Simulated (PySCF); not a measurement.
# Reading the logs of faulty runs: ClH4OSi2 cation

All numbers below are calculated, not measured. They come from PySCF 2.14.0, an open-source quantum chemistry program, on an isolated molecule that a program drew, which may never have been made. The molecule is ClH4OSi2 cation (charge +1, singlet), drawn as the SMILES string `O[SiH]([SiH2+])Cl`.

Each row is a Hartree-Fock (HF) and frozen-core CCSD(T) single point in the cc-pV(D+d)Z basis, meant for a local HF minimum. Run 1 is clean. Each other run has one planted mistake out of seven kinds, and not every kind appears here: one electron removed, one electron added, multiplicity raised by two, geometry at a saddle point, minimal basis STO-3G, one bond length entered in bohr, all coordinates scaled. The reference is restricted for singlets and unrestricted otherwise, and also for a bond in bohr. Adding or removing an electron swaps singlet and doublet. Electrons count all cores. HOMO and LUMO are orbital energies over both spins, the gradient is its largest component, and the lowest frequency (negative if imaginary) is given only where the gradient is small. Bond lengths are over the 7 bonds as drawn. T1 is the CCSD diagnostic: over 0.02 (restricted) or 0.045 (unrestricted) a single reference is doubtful.

Geometry of the clean run:
```xyz
8
ClH4OSi2 cation, angstrom
O     0.1252    0.4386    0.9217
Si   -0.7112    0.1363   -0.4224
Si    1.0574    0.5989   -1.9824
Cl   -1.1426   -1.8113   -0.7738
H    -0.1944    0.3576    1.8133
H    -1.8654    0.9902   -0.6803
H     1.0021    1.5462   -3.1040
H     2.3426   -0.1034   -1.8801
```

| run | electrons | basis functions | <S^2> | HOMO (eV) | LUMO (eV) | gradient (hartree/bohr) | lowest frequency (cm^-1) | mean bond (Å) | longest bond (Å) | T1 | HF (hartree) | CCSD(T) (hartree) | mistake |
|---|---|---|---|---|---|---|---|---|---|---|---|---|---|
| 1 | 56 | 103 | 0.000 | -16.48 | -5.82 | 2.7e-05 | 31 | 1.6267 | 2.403 | 0.0132 | -1114.37029 | -1114.92365 | no fault |
| 2 | 56 | 103 | 0.000 | -16.53 | -5.80 | 2.4e-02 | - | 1.5926 | 2.353 | 0.0129 | -1114.36638 | -1114.91729 | all coordinates scaled |
| 3 | 56 | 103 | 0.335 | -12.55 | -6.19 | 4.9e-02 | - | 1.9322 | 4.541 | 0.0556 | -1114.26823 | -1114.82694 | ? |
| 4 | 57 | 103 | 0.770 | -7.49 | 1.90 | 4.4e-02 | - | 1.6267 | 2.403 | 0.0123 | -1114.61411 | -1115.18209 | ? |

**Which mistake was planted in run 3, and what did it cost?**

The mean bond changes by a factor of 1.188 and the longest by 1.890, so the molecule wasn't scaled as a whole. A length L in bohr read as angstrom grows by (1/0.5292 - 1) L = 0.890 L. The 7 bonds together grew by 7 x 0.3055 = 2.138 Å, which gives L = 2.404 Å. That is bond Si2-Si3, 2.403 Å in the clean geometry. So the mistake is: one bond length entered in bohr. Subtracting run 1 and multiplying by 627.51 kcal/mol a hartree, the energy moved by 64.0 kcal/mol in HF and 60.7 kcal/mol in CCSD(T).

**Which mistake was planted in run 4, and what did it cost?**

It counts 57 electrons, one more than the clean run, at the same geometry and basis. So the mistake is: one electron added. Subtracting run 1 and multiplying by 627.51 kcal/mol a hartree, the energy moved by -153.0 kcal/mol in HF and -162.2 kcal/mol in CCSD(T).

Cautions from the logs. Run 3: T1 is over the limit, so its CCSD(T) energy is less reliable.
